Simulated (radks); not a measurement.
Q: These are the eigenvalues of the occupied orbitals of an atom or ion with whole-number occupations (Ry). Calculated with a radial shooting solver on a logarithmic mesh with Libxc functionals: scalar-relativistic Kohn-Sham, BLYP, spin-polarised, spherical densities, finite nucleus; Fermi nuclear charge, rms radius of each element as measured or else 0.836 A^(1/3) + 0.57 fm.

| orbital | eigenvalue |
|---|---|
| 1s up | -4476.122 |
| 1s down | -4475.991 |
| 2s up | -852.6423 |
| 2s down | -852.5709 |
| 2p up | -767.0020 |
| 2p down | -766.8900 |
| 3s up | -277.5021 |
| 3s down | -277.3735 |
| 3p up | -251.4866 |
| 3p down | -251.3412 |
| 3d up | -220.2035 |
| 3d down | -220.0688 |
| 4s up | -130.6917 |
| 4s down | -129.9637 |
| 4p up | -120.8927 |

Which element is it, and in what charge state? The configuration may be excited. Open shells, if any, are filled with parallel spins first.

A: Z = 69, thulium, charge +37: Tm37+ in [Ar] 3d10 4s2 4p2. The list shows which subshells hold electrons but not how many an open one holds; the 1s level, -2238.1 hartree, gives Z - s = 66.9 by -(Z - s)^2/2, which with screening and relativity narrows Z to a few neighbours, and the depths of the outer levels then fix element, charge and occupations together.
